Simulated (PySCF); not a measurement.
A structure optimised at B3LYP-D3(BJ)/def2-SVP, used in a PySCF frequency run:

```
C
C 1 1.3440
H 2 1.0938 1 121.06
H 2 1.0966 3 116.79 1 180.00
C 1 1.5098 2 121.67 3 180.00
H 5 1.1010 1 112.26 2 0.00
H 5 1.1046 6 107.71 1 -122.74
H 5 1.1046 6 107.71 7 -114.52
B 1 1.5691 2 119.01 3 0.00
F 9 1.3492 1 119.54 2 0.00
N 9 1.4013 10 117.60 1 180.00
H 11 1.0111 9 123.41 10 180.00
H 11 1.0132 12 114.33 9 180.00
```
Charge 0, spin multiplicity 1.

Q: Write its SMILES, formula and point group.

A: C=C(C)B(N)F, C₃H₇BFN, Cs

Q: What are its rotational constants (standard atomic weights)?

A: 4.8486, 3.0205, 1.8830 GHz
